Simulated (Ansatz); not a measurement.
Ansatz (a program for electronic structure) input (CCSD(T)/aug-cc-pVDZ):

Ansatz 0.2 input:
```yaml
crystal:
  periodic: [false, false, false]
  atoms:
    - {symbol: C, position_ang: [2.12590234, 0.21575327, -0.52989121]}
    - {symbol: C, position_ang: [1.27305339, 0.37354648, 0.68666442]}
    - {symbol: C, position_ang: [-0.09644029, 0.15763391, 0.71202400]}
    - {symbol: C, position_ang: [-0.87867662, -0.22878443, -0.35497073]}
    - {symbol: C, position_ang: [-2.35038531, -0.44791663, -0.27651319]}
    - {symbol: H, position_ang: [1.78816592, 0.86181459, -1.34753929]}
    - {symbol: H, position_ang: [3.16633996, 0.46178038, -0.32093115]}
    - {symbol: H, position_ang: [2.09755043, -0.81035916, -0.91344511]}
    - {symbol: H, position_ang: [1.75691951, 0.67331194, 1.60767642]}
    - {symbol: H, position_ang: [-0.59932997, 0.30743240, 1.66435544]}
    - {symbol: H, position_ang: [-0.41016408, -0.38798959, -1.32057464]}
    - {symbol: H, position_ang: [-2.89142970, 0.20930104, -0.96641519]}
    - {symbol: H, position_ang: [-2.61925377, -1.47242836, -0.55705045]}
    - {symbol: H, position_ang: [-2.72951925, -0.26425903, 0.73004419]}
basis:
  gaussian:
    orbitals: aug-cc-pVDZ
magnetization: {spin_polarized: true, initial_magnetization: 1}
correlation: {method: ccsd_t, electrons: outside_noble_gas}
output: {forces: true}
```

Output:

```
Functional definition: HF
integrals: 1.56 GiB planned
1947 factors; integrals over basis functions are off by at most 7.2e-4 eV
0.90 GiB of device memory are held for the factors and their scratch space
mean field: 1.24 GiB planned
mean field evaluation 1: about -5289.0519 eV, gradient 2.8e1 eV
mean field evaluation 2: about -5289.0570 eV, gradient 2.8e1 eV
mean field evaluation 4: about -5294.1155 eV, gradient 3.4e0 eV
mean field evaluation 8: about -5294.3668 eV, gradient 3.6e-1 eV
mean field evaluation 16: about -5294.1096 eV, gradient 3.4e0 eV
mean field -5294.37037784 eV, -194.5645227324 hartree, gradient 2.2e-6 eV, S^2 0.943199; 0 other end points of the search recorded, 0 dependent functions left out
5 core orbitals not correlated
reference -5294.37037784 eV, -194.5645227324 hartree; 15, 14 occupied and 176, 177 virtual orbitals, 1947 factors
densities: 13.10 GiB planned
second order -18.59367655 eV of doubles, -0.00000000 eV of singles
coupled cluster: 9.73 GiB planned
cycle   1  -19.81741708 eV  change    -1.2e0 eV  update   1.1e-1
cycle   2  -20.43685048 eV  change   -6.2e-1 eV  update   4.1e-2
cycle   3  -20.58642406 eV  change   -1.5e-1 eV  update   2.6e-2
cycle   4  -20.59773772 eV  change   -1.1e-2 eV  update   1.3e-2
cycle   5  -20.59820702 eV  change   -4.7e-4 eV  update   3.9e-3
cycle   6  -20.59943570 eV  change   -1.2e-3 eV  update   1.3e-3
cycle   7  -20.59967022 eV  change   -2.3e-4 eV  update   4.1e-4
cycle   8  -20.59974979 eV  change   -8.0e-5 eV  update   1.6e-4
cycle   9  -20.59975258 eV  change   -2.8e-6 eV  update   6.0e-5
cycle  10  -20.59974836 eV  change    4.2e-6 eV  update   2.8e-5
cycle  11  -20.59976292 eV  change   -1.5e-5 eV  update   1.7e-5
cycle  12  -20.59976711 eV  change   -4.2e-6 eV  update   1.0e-5
cycle  13  -20.59976930 eV  change   -2.2e-6 eV  update   5.7e-6
cycle  14  -20.59976754 eV  change    1.8e-6 eV  update   2.3e-6
coupled cluster: 9.73 GiB planned
perturbative correction -0.73734759 eV, -0.0270970240 hartree
the calculation of the forces begins
0.90 GiB of device memory are held for the factors and their scratch space
Total energy: -5315.70749296 eV, -195.3486472505 hartree
Atom 0 at     2.125902     0.215753    -0.529891 Å, force     0.019488    -0.045030    -0.173856 eV/Å
Atom 1 at     1.273053     0.373546     0.686664 Å, force     0.573943     0.107824     0.051913 eV/Å
Atom 2 at    -0.096440     0.157634     0.712024 Å, force    -0.314085     0.071802     0.503656 eV/Å
Atom 3 at    -0.878677    -0.228784    -0.354971 Å, force    -0.176218    -0.146377    -0.486225 eV/Å
Atom 4 at    -2.350385    -0.447917    -0.276513 Å, force    -0.196982    -0.042315    -0.041890 eV/Å
Atom 5 at     1.788166     0.861815    -1.347539 Å, force    -0.152990     0.289854    -0.328235 eV/Å
Atom 6 at     3.166340     0.461780    -0.320931 Å, force     0.458080     0.112627     0.105106 eV/Å
Atom 7 at     2.097550    -0.810359    -0.913445 Å, force    -0.018422    -0.438548    -0.137867 eV/Å
Atom 8 at     1.756920     0.673312     1.607676 Å, force     0.226931     0.146214     0.454976 eV/Å
Atom 9 at    -0.599330     0.307432     1.664355 Å, force    -0.227063     0.069671     0.438995 eV/Å
Atom 10 at    -0.410164    -0.387990    -1.320575 Å, force     0.240604    -0.077741    -0.477562 eV/Å
Atom 11 at    -2.891430     0.209301    -0.966415 Å, force    -0.196521     0.282623    -0.267651 eV/Å
Atom 12 at    -2.619254    -1.472428    -0.557050 Å, force    -0.083327    -0.416848    -0.097505 eV/Å
Atom 13 at    -2.729519    -0.264259     0.730044 Å, force    -0.153438     0.086243     0.456146 eV/Å
Dipole moment:    -0.017896    -0.015539    -0.048662 e Å
```

It need not be the lowest isomer of its formula.

The determinant is spin-contaminated: <S^2> is 0.94 against 0.75 for a pure state.
